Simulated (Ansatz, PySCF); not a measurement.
Reaction (SMILES): C[SiH]F -> C[SiH-]F (an electron is taken up)
Structures are relaxed separately at B3LYP-D3(BJ)/def2-TZVP in Ansatz (an electronic-structure program). Frequencies are from Ansatz.

Quantity: adiabatic electron affinity (0 K, with B3LYP-D3(BJ) harmonic zero-point energies), positive where the reaction releases energy, in eV. Valence correlation only, unless marked. UHF or UKS for open shells. No spin-orbit coupling. Non-relativistic. Anions need diffuse functions: aug- sets have them; def2-D sets add few; the other sets have none. CBS(X,Y): correlation extrapolated as X^-3; Hartree-Fock from the larger set. [CCSD(T)-MP2]/basis is that difference in the basis named.

| level | program | adiabatic electron affinity (eV) |
|---|---|---|
| HF-D4/def2-TZVPD | PySCF + dftd4 | ? |
| PBE-D3(BJ)/def2-TZVPD | Ansatz + dftd3 | 1.21 |
| BLYP-D4/def2-TZVPD | Ansatz + dftd4 | 1.27 |
| r2SCAN/def2-TZVPD | Ansatz | 1.03 |
| B97M-V/def2-TZVPD | Ansatz | ? |
| PBE0/STO-3G | Ansatz | -3.41 |
| BHLYP/def2-TZVPD | Ansatz | ? |
| PBE-QIDH/def2-TZVPD | Ansatz | ? |
| RI-MP2/CBS(aug-cc-pV(T+d)Z,aug-cc-pV(Q+d)Z)+[CCSD(T)-MP2]/aug-cc-pV(T+d)Z | Ansatz | 1.30 |

Q: What belongs in the gaps?

A: 
- HF-D4/def2-TZVPD, adiabatic electron affinity (eV): 0.15
- B97M-V/def2-TZVPD, adiabatic electron affinity (eV): 1.29
- BHLYP/def2-TZVPD, adiabatic electron affinity (eV): 1.01
- PBE-QIDH/def2-TZVPD, adiabatic electron affinity (eV): 1.06
